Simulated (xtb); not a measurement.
A geometry relaxed with GFN2-xTB (xtb), charge 0, multiplicity 1:

```xyz
21

C      2.3237    -0.9977    -0.1468
C     -0.8359     2.2462    -0.0437
H     -3.1443    -1.7850     0.3600
H      3.4792     0.7258    -0.3332
C     -2.0446     0.2955     0.1586
C     -0.1551    -1.3299     0.0822
H      3.3860    -2.6047    -0.1558
O      3.5132    -1.6492    -0.2161
C     -2.1011     1.7065     0.0905
H     -4.3219    -0.1474     0.3724
B     -3.2510    -0.6185     0.3076
C      1.4725     1.3584    -0.1937
H      1.8149     2.3841    -0.2752
H     -3.0142     2.2742     0.1378
H     -0.5937     3.2914    -0.1177
C      0.0987     1.2018    -0.0688
C      1.1616    -1.7532    -0.0083
H     -0.8910    -2.1170     0.1852
H      1.3139    -2.8283     0.0336
C     -0.6655    -0.0472     0.0599
C      2.4547     0.3942    -0.2286
```

Write the SMILES of this molecule.

`Bc1ccc2ccc(O)ccc1-2`
